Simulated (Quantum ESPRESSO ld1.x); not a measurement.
Values are calculated unless marked as measured or tabulated.
All-electron atom: Sb V in [Kr] 4d10 5s1 (the NIST ground configuration). Level of theory: scalar-relativistic Kohn-Sham, BLYP, spin-unpolarised, spherical densities, point nucleus (ld1.x of Quantum ESPRESSO 7.5). Some entries of the table are withheld. Estimate them.

orbital,occ.,eigenvalue (eV),<r^2> (bohr^2)
1s,2,-30354.2,0.001094
2s,2,-4655.61,0.01773
2p,6,-4184.33,0.01401
3s,2,(1),0.1249
3p,6,-793.476,0.1254
3d,10,-558.999,0.1106
4s,2,(2),0.7051
4p,6,-144.293,0.8244
4d,10,(3),1.202
5s,1,-49.9931,4.271

Answer. 
(1) 3s eigenvalue (eV): -947.073
(2) 4s eigenvalue (eV): -191.403
(3) 4d eigenvalue (eV): -75.6744
